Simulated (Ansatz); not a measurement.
CH$_{7}$NSn, closed shell: a relaxation.

Input (in.yaml):

```yaml
crystal:
  periodic: [false, false, false]
  atoms:
    - {symbol: Sn, position_ang: [-1.199090, -0.036367, 0.581946]}
    - {symbol: C, position_ang: [1.272075, -0.068726, -0.167023]}
    - {symbol: N, position_ang: [-1.337746, -0.162903, -1.334081]}
    - {symbol: H, position_ang: [0.401677, 0.009924, -0.684811]}
    - {symbol: H, position_ang: [-1.163831, 1.333617, 1.672225]}
    - {symbol: H, position_ang: [-0.988388, -1.438345, 1.624262]}
    - {symbol: H, position_ang: [1.891417, 0.669765, -0.669415]}
    - {symbol: H, position_ang: [1.731303, -1.070093, -0.223680]}
    - {symbol: H, position_ang: [1.327149, 0.229354, 0.940176]}
    - {symbol: H, position_ang: [-1.934568, 0.533673, -1.739598]}
basis:
  gaussian: {orbitals: def2-TZVP}
hamiltonian: {xc: pbe0, dispersion: d4}
relax: {f_tol: 0.005, max_steps: 200}
```

Run by:

```bash
ansatz run in.yaml --threads 4 --pin off --events-out ev --progress --plain --max-ram 9574MiB
```

What Ansatz 0.2.0 printed:

```
Functional definition: PBE0
  name "PBE0"
  cite "Adamo & Barone, J. Chem. Phys. 110, 6158 (1999) doi:10.1063/1.478522"
  cite "Perdew, Burke & Ernzerhof, Phys. Rev. Lett. 77, 3865 (1996) doi:10.1103/PhysRevLett.77.3865"
  parent pbe
  parameter a = 0.25
  parameter kappa = 0.804
  parameter beta = 0.06672455060314922
  exchange = (1 - a)*pbe_x(kappa = kappa, mu = beta*pi^2/3) + a*exact_x
  correlation = pbe_c(beta = beta)
1104 factors; their error is unknown
mean field evaluation 1: about -8451.8323 eV, gradient 8.4e1 eV
mean field evaluation 2: about -8352.4441 eV, gradient 1.7e2 eV
mean field evaluation 4: about -8466.5679 eV, gradient 1.4e1 eV
mean field evaluation 8: about -8467.0214 eV, gradient 2.1e-1 eV
mean field evaluation 16: about -8467.0880 eV, gradient 3.2e-3 eV
mean field -8467.08801238 eV, -311.1597452567 hartree, gradient 2.3e-5 eV, S^2 0.000000; 0 other end points of the search recorded, 0 dependent functions left out
the calculation of the forces begins
reference -8467.08804943 eV, -311.1597466181 hartree; 21, 21 occupied and 133, 133 virtual orbitals, 1104 factors
relax step   1: F+E_penalty+E_count = -8467.23407380 eV  Δ(F+E_penalty+E_count) = +0.000e0 eV  max|allowed force component| = 4.591e0 eV/Å  Δτ_max = 0.0000 Å  (31 SCF iters, accepted)
relax step   2: F+E_penalty+E_count = -8467.93715896 eV  Δ(F+E_penalty+E_count) = -7.031e-1 eV  max|allowed force component| = 1.225e0 eV/Å  Δτ_max = 0.1950 Å  (37 SCF iters, accepted)
relax step   3: F+E_penalty+E_count = -8468.16371560 eV  Δ(F+E_penalty+E_count) = -2.266e-1 eV  max|allowed force component| = 1.194e0 eV/Å  Δτ_max = 0.1951 Å  (30 SCF iters, accepted)
relax step   4: F+E_penalty+E_count = -8468.35620604 eV  Δ(F+E_penalty+E_count) = -1.925e-1 eV  max|allowed force component| = 4.455e-1 eV/Å  Δτ_max = 0.1943 Å  (31 SCF iters, accepted)
relax step   5: F+E_penalty+E_count = -8468.38875236 eV  Δ(F+E_penalty+E_count) = -3.255e-2 eV  max|allowed force component| = 3.950e-1 eV/Å  Δτ_max = 0.2000 Å  (31 SCF iters, accepted)
relax step   6: F+E_penalty+E_count = -8468.42440411 eV  Δ(F+E_penalty+E_count) = -3.565e-2 eV  max|allowed force component| = 7.481e-2 eV/Å  Δτ_max = 0.0918 Å  (31 SCF iters, accepted)
relax step   7: F+E_penalty+E_count = -8468.42642097 eV  Δ(F+E_penalty+E_count) = -2.017e-3 eV  max|allowed force component| = 1.422e-1 eV/Å  Δτ_max = 0.1246 Å  (31 SCF iters, accepted)
relax step   8: F+E_penalty+E_count = -8468.43127140 eV  Δ(F+E_penalty+E_count) = -4.850e-3 eV  max|allowed force component| = 3.023e-1 eV/Å  Δτ_max = 0.1510 Å  (31 SCF iters, accepted)
relax step   9: F+E_penalty+E_count = -8468.43307234 eV  Δ(F+E_penalty+E_count) = -1.801e-3 eV  max|allowed force component| = 2.484e-1 eV/Å  Δτ_max = 0.0130 Å  (33 SCF iters, accepted)
relax step  10: F+E_penalty+E_count = -8468.43480876 eV  Δ(F+E_penalty+E_count) = -1.736e-3 eV  max|allowed force component| = 4.625e-2 eV/Å  Δτ_max = 0.0270 Å  (33 SCF iters, accepted)
relax step  11: F+E_penalty+E_count = -8468.43535902 eV  Δ(F+E_penalty+E_count) = -5.503e-4 eV  max|allowed force component| = 3.268e-2 eV/Å  Δτ_max = 0.0305 Å  (33 SCF iters, accepted)
relax step  12: F+E_penalty+E_count = -8468.43589898 eV  Δ(F+E_penalty+E_count) = -5.400e-4 eV  max|allowed force component| = 1.198e-1 eV/Å  Δτ_max = 0.0776 Å  (32 SCF iters, accepted)
relax step  13: F+E_penalty+E_count = -8468.43676169 eV  Δ(F+E_penalty+E_count) = -8.627e-4 eV  max|allowed force component| = 7.949e-2 eV/Å  Δτ_max = 0.0300 Å  (33 SCF iters, accepted)
relax step  14: F+E_penalty+E_count = -8468.43571233 eV  Δ(F+E_penalty+E_count) = +1.049e-3 eV  max|allowed force component| = 1.284e-1 eV/Å  Δτ_max = 0.1912 Å  (31 SCF iters, rejected (line search))
relax step  15: F+E_penalty+E_count = -8468.43841724 eV  Δ(F+E_penalty+E_count) = -1.656e-3 eV  max|allowed force component| = 4.219e-2 eV/Å  Δτ_max = 0.0934 Å  (31 SCF iters, accepted)
relax step  16: F+E_penalty+E_count = -8468.43420157 eV  Δ(F+E_penalty+E_count) = +4.216e-3 eV  max|allowed force component| = 1.332e-1 eV/Å  Δτ_max = 0.0992 Å  (31 SCF iters, rejected (line search))
relax step  17: F+E_penalty+E_count = -8468.43902686 eV  Δ(F+E_penalty+E_count) = -6.096e-4 eV  max|allowed force component| = 6.238e-2 eV/Å  Δτ_max = 0.0484 Å  (32 SCF iters, accepted)
relax step  18: F+E_penalty+E_count = -8468.43964014 eV  Δ(F+E_penalty+E_count) = -6.133e-4 eV  max|allowed force component| = 8.371e-2 eV/Å  Δτ_max = 0.0488 Å  (32 SCF iters, accepted)
relax step  19: F+E_penalty+E_count = -8468.44005918 eV  Δ(F+E_penalty+E_count) = -4.190e-4 eV  max|allowed force component| = 4.939e-2 eV/Å  Δτ_max = 0.0145 Å  (33 SCF iters, accepted)
relax step  20: F+E_penalty+E_count = -8468.43999215 eV  Δ(F+E_penalty+E_count) = +6.703e-5 eV  max|allowed force component| = 4.454e-2 eV/Å  Δτ_max = 0.0073 Å  (33 SCF iters, rejected (line search))
relax step  21: F+E_penalty+E_count = -8468.44025929 eV  Δ(F+E_penalty+E_count) = -2.001e-4 eV  max|allowed force component| = 3.247e-2 eV/Å  Δτ_max = 0.0036 Å  (35 SCF iters, accepted)
relax step  22: F+E_penalty+E_count = -8468.44077019 eV  Δ(F+E_penalty+E_count) = -5.109e-4 eV  max|allowed force component| = 1.502e-2 eV/Å  Δτ_max = 0.0425 Å  (31 SCF iters, accepted)
relax step  23: F+E_penalty+E_count = -8468.44142554 eV  Δ(F+E_penalty+E_count) = -6.554e-4 eV  max|allowed force component| = 9.210e-2 eV/Å  Δτ_max = 0.0823 Å  (32 SCF iters, accepted)
relax step  24: F+E_penalty+E_count = -8468.44198426 eV  Δ(F+E_penalty+E_count) = -5.587e-4 eV  max|allowed force component| = 7.013e-2 eV/Å  Δτ_max = 0.0386 Å  (32 SCF iters, accepted)
relax step  25: F+E_penalty+E_count = -8468.44078672 eV  Δ(F+E_penalty+E_count) = +1.198e-3 eV  max|allowed force component| = 1.146e-1 eV/Å  Δτ_max = 0.0982 Å  (31 SCF iters, rejected (line search))
relax step  26: F+E_penalty+E_count = -8468.44263117 eV  Δ(F+E_penalty+E_count) = -6.469e-4 eV  max|allowed force component| = 2.182e-2 eV/Å  Δτ_max = 0.0479 Å  (33 SCF iters, accepted)
relax step  27: F+E_penalty+E_count = -8468.44267176 eV  Δ(F+E_penalty+E_count) = -4.059e-5 eV  max|allowed force component| = 5.761e-2 eV/Å  Δτ_max = 0.0628 Å  (32 SCF iters, accepted)
relax step  28: F+E_penalty+E_count = -8468.44301426 eV  Δ(F+E_penalty+E_count) = -3.425e-4 eV  max|allowed force component| = 4.433e-2 eV/Å  Δτ_max = 0.0172 Å  (34 SCF iters, accepted)
relax step  29: F+E_penalty+E_count = -8468.44318502 eV  Δ(F+E_penalty+E_count) = -1.708e-4 eV  max|allowed force component| = 2.512e-2 eV/Å  Δτ_max = 0.0053 Å  (36 SCF iters, accepted)
relax step  30: F+E_penalty+E_count = -8468.44329830 eV  Δ(F+E_penalty+E_count) = -1.133e-4 eV  max|allowed force component| = 1.268e-2 eV/Å  Δτ_max = 0.0268 Å  (33 SCF iters, accepted)
relax step  31: F+E_penalty+E_count = -8468.44320517 eV  Δ(F+E_penalty+E_count) = +9.313e-5 eV  max|allowed force component| = 3.820e-2 eV/Å  Δτ_max = 0.0591 Å  (31 SCF iters, rejected (line search))
relax step  32: F+E_penalty+E_count = -8468.44340538 eV  Δ(F+E_penalty+E_count) = -1.071e-4 eV  max|allowed force component| = 8.559e-3 eV/Å  Δτ_max = 0.0290 Å  (32 SCF iters, accepted)
relax step  33: F+E_penalty+E_count = -8468.44347811 eV  Δ(F+E_penalty+E_count) = -7.273e-5 eV  max|allowed force component| = 2.974e-2 eV/Å  Δτ_max = 0.0419 Å  (31 SCF iters, accepted)
relax step  34: F+E_penalty+E_count = -8468.44351980 eV  Δ(F+E_penalty+E_count) = -4.169e-5 eV  max|allowed force component| = 2.119e-2 eV/Å  Δτ_max = 0.0033 Å  (35 SCF iters, accepted)
relax step  35: F+E_penalty+E_count = -8468.44351981 eV  Δ(F+E_penalty+E_count) = -9.235e-9 eV  max|allowed force component| = 2.119e-2 eV/Å  Δτ_max = 0.0001 Å  (34 SCF iters, accepted)
relax step  36: F+E_penalty+E_count = -8468.44362027 eV  Δ(F+E_penalty+E_count) = -1.005e-4 eV  max|allowed force component| = 1.097e-2 eV/Å  Δτ_max = 0.0327 Å  (33 SCF iters, accepted)
relax step  37: F+E_penalty+E_count = -8468.44365098 eV  Δ(F+E_penalty+E_count) = -3.071e-5 eV  max|allowed force component| = 2.012e-2 eV/Å  Δτ_max = 0.0333 Å  (32 SCF iters, accepted)
relax step  38: F+E_penalty+E_count = -8468.44367016 eV  Δ(F+E_penalty+E_count) = -1.918e-5 eV  max|allowed force component| = 1.912e-2 eV/Å  Δτ_max = 0.0124 Å  (34 SCF iters, accepted)
relax step  39: F+E_penalty+E_count = -8468.44369957 eV  Δ(F+E_penalty+E_count) = -2.941e-5 eV  max|allowed force component| = 9.386e-3 eV/Å  Δτ_max = 0.0115 Å  (35 SCF iters, accepted)
relax step  40: F+E_penalty+E_count = -8468.44369984 eV  Δ(F+E_penalty+E_count) = -2.627e-7 eV  max|allowed force component| = 1.058e-2 eV/Å  Δτ_max = 0.0155 Å  (33 SCF iters, accepted)
relax step  41: F+E_penalty+E_count = -8468.44372862 eV  Δ(F+E_penalty+E_count) = -2.879e-5 eV  max|allowed force component| = 8.088e-3 eV/Å  Δτ_max = 0.0058 Å  (33 SCF iters, accepted)
relax step  42: F+E_penalty+E_count = -8468.44373665 eV  Δ(F+E_penalty+E_count) = -8.027e-6 eV  max|allowed force component| = 8.241e-3 eV/Å  Δτ_max = 0.0073 Å  (34 SCF iters, accepted)
relax step  43: F+E_penalty+E_count = -8468.44374288 eV  Δ(F+E_penalty+E_count) = -6.231e-6 eV  max|allowed force component| = 8.880e-3 eV/Å  Δτ_max = 0.0112 Å  (33 SCF iters, accepted)
relax step  44: F+E_penalty+E_count = -8468.44374554 eV  Δ(F+E_penalty+E_count) = -2.660e-6 eV  max|allowed force component| = 8.532e-3 eV/Å  Δτ_max = 0.0056 Å  (34 SCF iters, accepted)
relax step  45: F+E_penalty+E_count = -8468.44374863 eV  Δ(F+E_penalty+E_count) = -3.086e-6 eV  max|allowed force component| = 6.499e-3 eV/Å  Δτ_max = 0.0065 Å  (35 SCF iters, accepted)
relax step  46: F+E_penalty+E_count = -8468.44375023 eV  Δ(F+E_penalty+E_count) = -1.599e-6 eV  max|allowed force component| = 3.946e-3 eV/Å  Δτ_max = 0.0030 Å  (34 SCF iters, accepted)
Total energy: -8468.44378842 eV, -311.2095691072 hartree
Atom 0 at    -1.644979    -0.190449     0.572751 Å, force    -0.001422    -0.000290    -0.002217 eV/Å
Atom 1 at     1.829084     0.036599    -0.175004 Å, force     0.001083     0.000747     0.000172 eV/Å
Atom 2 at    -2.385458    -0.184482    -1.173261 Å, force     0.001018     0.002232     0.003946 eV/Å
Atom 3 at     1.207298    -0.015014    -1.069387 Å, force    -0.000980    -0.000967     0.000151 eV/Å
Atom 4 at    -1.330530     1.096888     1.661134 Å, force    -0.000159    -0.001260    -0.000722 eV/Å
Atom 5 at    -1.211907    -1.689766     1.249084 Å, force     0.000404     0.000763    -0.000047 eV/Å
Atom 6 at     2.873732     0.132583    -0.470507 Å, force    -0.000701     0.000149     0.001361 eV/Å
Atom 7 at     1.709698    -0.874413     0.412679 Å, force    -0.000431    -0.000083    -0.001247 eV/Å
Atom 8 at     1.550691     0.905027     0.423794 Å, force     0.000983     0.000209    -0.000432 eV/Å
Atom 9 at    -2.597631     0.782926    -1.431281 Å, force     0.000204    -0.001501    -0.000965 eV/Å
Dipole moment:     0.291188     0.236180     0.516645 e Å

[the SCF lines of later steps are left out]
```

The run took about 84 s on 4 CPU threads of an Arm Neoverse V1 (shared host).
